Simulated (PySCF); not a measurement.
Isomers of C6H10OSi, one GFN2-xTB conformer each. Single-point energies are computed at PBE0/pcSseg-1 (PySCF, gas phase, no added dispersion term), electronic only.

```
                    SMILES  GFN2-xTB relative energy (kcal/mol)
   C=C(C)[C@H]1C[SiH2]C1=O                                 36.1
      C=C/C=C/C(=C)O[SiH3]                                  2.2
         C[SiH2]c1ccc(C)o1                                  0.0
         CCC1=C[SiH2]C=CO1                                 16.5
         C=C[SiH2]OC1=CCC1                                 13.7
CC#C[C@@H]1[SiH2]O[C@@H]1C                                 10.4
      C=C/C=C\C(=C)O[SiH3]                                  4.6
         C=C(C#C[SiH2]C)CO                                 58.0
        C1=CC1OC1C[SiH2]C1                                 73.8
       C=C/C=C/C=C\O[SiH3]                                  2.9
     C#CC(=O)C(C)(C)[SiH3]                                 44.4
```

Conformers: `[CH2:1]=[C:2]([CH3:3])[C@H:4]1[CH2:5][SiH2:6][C:7]1=[O:8]` with C1–C2–C4–C5 -23°, C2–C4–C5–Si6 101°, C4–C5–Si6–C7 9°, C5–Si6–C7–O8 169°, C2–C4–C7–Si6 -110°; `[CH2:1]=[CH:2]/[CH:3]=[CH:4]/[C:5](=[CH2:6])[O:7][SiH3:8]` with C1–C2–C3–C4 179°, C3–C4–C5–C6 178°, C4–C5–O7–Si8 -178°; `[CH3:1][SiH2:2][c:3]1[cH:4][cH:5][c:6]([CH3:7])[o:8]1` with C1–Si2–C3–C4 -130°; `[CH3:1][CH2:2][C:3]1=[CH:4][SiH2:5][CH:6]=[CH:7][O:8]1` with C1–C2–C3–C4 106°; `[CH2:1]=[CH:2][SiH2:3][O:4][C:5]1=[CH:6][CH2:7][CH2:8]1` with C1–C2–Si3–O4 178°, C2–Si3–O4–C5 180°, Si3–O4–C5–C6 178°; `[CH2:1]=[CH:2]/[CH:3]=[CH:4]\[C:5](=[CH2:6])[O:7][SiH3:8]` with C1–C2–C3–C4 180°, C3–C4–C5–C6 180°, C4–C5–O7–Si8 180°; `[CH2:1]=[C:2]([C:3]#[C:4][SiH2:5][CH3:6])[CH2:7][OH:8]` with C1–C2–C7–O8 128°, C2–C7–O8–H 50°; `[CH:1]1=[CH:2][CH:3]1[O:4][CH:5]1[CH2:6][SiH2:7][CH2:8]1` with C2–C3–O4–C5 -136°, C3–O4–C5–C6 173°, C1–C2–C3–O4 108°, O4–C5–C6–Si7 134°, C5–C6–Si7–C8 -10°, C6–Si7–C8–C5 10°; `[CH2:1]=[CH:2]/[CH:3]=[CH:4]/[CH:5]=[CH:6]\[O:7][SiH3:8]` with C1–C2–C3–C4 179°, C3–C4–C5–C6 178°, C5–C6–O7–Si8 0°; `[CH:1]#[C:2][C:3](=[O:4])[C:5]([CH3:6])([CH3:7])[SiH3:8]` with C2–C3–C5–C6 -34°.

Problem. What does PBE0/pcSseg-1 give for the same structures?

Solution. 
```json
{"SMILES": "C[SiH2]c1ccc(C)o1", "PBE0/pcSseg-1 E (Eh)": "-598.83521", "PBE0/pcSseg-1 (kcal/mol)": "0.0", "GFN2-xTB (kcal/mol)": "0.0", "point group": "C1"}
{"SMILES": "CCC1=C[SiH2]C=CO1", "PBE0/pcSseg-1 E (Eh)": "-598.81187", "PBE0/pcSseg-1 (kcal/mol)": "14.6", "GFN2-xTB (kcal/mol)": "16.5", "point group": "C1"}
{"SMILES": "C=C/C=C/C(=C)O[SiH3]", "PBE0/pcSseg-1 E (Eh)": "-598.79765", "PBE0/pcSseg-1 (kcal/mol)": "23.6", "GFN2-xTB (kcal/mol)": "2.2", "point group": "near Cs"}
{"SMILES": "C=C/C=C/C=C\\O[SiH3]", "PBE0/pcSseg-1 E (Eh)": "-598.79328", "PBE0/pcSseg-1 (kcal/mol)": "26.3", "GFN2-xTB (kcal/mol)": "2.9", "point group": "near Cs"}
{"SMILES": "C=C/C=C\\C(=C)O[SiH3]", "PBE0/pcSseg-1 E (Eh)": "-598.79314", "PBE0/pcSseg-1 (kcal/mol)": "26.4", "GFN2-xTB (kcal/mol)": "4.6", "point group": "Cs"}
{"SMILES": "C=C[SiH2]OC1=CCC1", "PBE0/pcSseg-1 E (Eh)": "-598.78571", "PBE0/pcSseg-1 (kcal/mol)": "31.1", "GFN2-xTB (kcal/mol)": "13.7", "point group": "near Cs"}
{"SMILES": "CC#C[C@@H]1[SiH2]O[C@@H]1C", "PBE0/pcSseg-1 E (Eh)": "-598.78447", "PBE0/pcSseg-1 (kcal/mol)": "31.8", "GFN2-xTB (kcal/mol)": "10.4", "point group": "C1"}
{"SMILES": "C=C(C)[C@H]1C[SiH2]C1=O", "PBE0/pcSseg-1 E (Eh)": "-598.78383", "PBE0/pcSseg-1 (kcal/mol)": "32.2", "GFN2-xTB (kcal/mol)": "36.1", "point group": "C1"}
{"SMILES": "C=C(C#C[SiH2]C)CO", "PBE0/pcSseg-1 E (Eh)": "-598.76055", "PBE0/pcSseg-1 (kcal/mol)": "46.9", "GFN2-xTB (kcal/mol)": "58.0", "point group": "C1"}
{"SMILES": "C#CC(=O)C(C)(C)[SiH3]", "PBE0/pcSseg-1 E (Eh)": "-598.74997", "PBE0/pcSseg-1 (kcal/mol)": "53.5", "GFN2-xTB (kcal/mol)": "44.4", "point group": "C1"}
{"SMILES": "C1=CC1OC1C[SiH2]C1", "PBE0/pcSseg-1 E (Eh)": "-598.71019", "PBE0/pcSseg-1 (kcal/mol)": "78.5", "GFN2-xTB (kcal/mol)": "73.8", "point group": "C1"}
```

Both levels put the same isomer lowest; measured from each level's own lowest isomer, the values differ by up to 23.4 kcal/mol (C=C/C=C/C=C\O[SiH3]: 2.9 against 26.3). As drawn, the lowest has an aromatic ring, which the highest lacks; the highest has a three-membered ring, a four-membered ring and a C=C bond outside aromatic rings, which the lowest lacks. Neighbours under 2.5 kcal/mol apart (C=C/C=C/C=C\O[SiH3] and C=C/C=C\C(=C)O[SiH3]; C=C[SiH2]OC1=CCC1 and CC#C[C@@H]1[SiH2]O[C@@H]1C; CC#C[C@@H]1[SiH2]O[C@@H]1C and C=C(C)[C@H]1C[SiH2]C1=O) can change places with a better method, another conformer or zero-point energy. C=C/C=C/C(=C)O[SiH3] and C=C/C=C\C(=C)O[SiH3] are stereoisomers, 2.8 kcal/mol apart in the conformers taken.

Problem. Which frontier levels, dipoles and rotational constants go with these structures?

Solution. 
```
                    SMILES  HOMO (eV, PBE0/pcSseg-1)  LUMO (eV)  dipole (D)       A, B, C (MHz)
         C[SiH2]c1ccc(C)o1                     -6.31       0.03        1.02   3629, 1015, 848.6
         CCC1=C[SiH2]C=CO1                     -6.68      -0.20        0.85   3342, 1190, 952.6
      C=C/C=C/C(=C)O[SiH3]                     -6.23      -1.35        0.39  3503, 759.6, 628.8
       C=C/C=C/C=C\O[SiH3]                     -5.88      -1.24        0.33  3621, 687.7, 581.9
      C=C/C=C\C(=C)O[SiH3]                     -6.20      -1.33        0.57   2561, 1061, 756.7
         C=C[SiH2]OC1=CCC1                     -6.42      -0.53        1.10  7320, 721.3, 667.1
CC#C[C@@H]1[SiH2]O[C@@H]1C                     -6.76      -0.16        1.52   3093, 1039, 862.0
   C=C(C)[C@H]1C[SiH2]C1=O                     -6.49      -1.32        2.38    2632, 1412, 1131
         C=C(C#C[SiH2]C)CO                     -7.23      -1.20        1.99  3280, 689.5, 591.2
     C#CC(=O)C(C)(C)[SiH3]                     -7.61      -1.76        3.05    2140, 1362, 1251
        C1=CC1OC1C[SiH2]C1                     -7.20      -0.03        1.27  5948, 824.9, 792.4
```

Problem. As an exercise, what shares would exp(−E/RT) give at 2000 K from these electronic energies alone (no entropy, no degeneracies)?

Solution. RT = 3.974 kcal/mol: C[SiH2]c1ccc(C)o1 97.0 %, CCC1=C[SiH2]C=CO1 2.4 %, C=C/C=C/C(=C)O[SiH3] 0.3 %, C=C/C=C/C=C\O[SiH3] 0.1 %, C=C/C=C\C(=C)O[SiH3] 0.1 %, C=C[SiH2]OC1=CCC1 under 0.1 %, CC#C[C@@H]1[SiH2]O[C@@H]1C under 0.1 %, C=C(C)[C@H]1C[SiH2]C1=O under 0.1 %, C=C(C#C[SiH2]C)CO under 0.1 %, C#CC(=O)C(C)(C)[SiH3] under 0.1 %, C1=CC1OC1C[SiH2]C1 under 0.1 %.
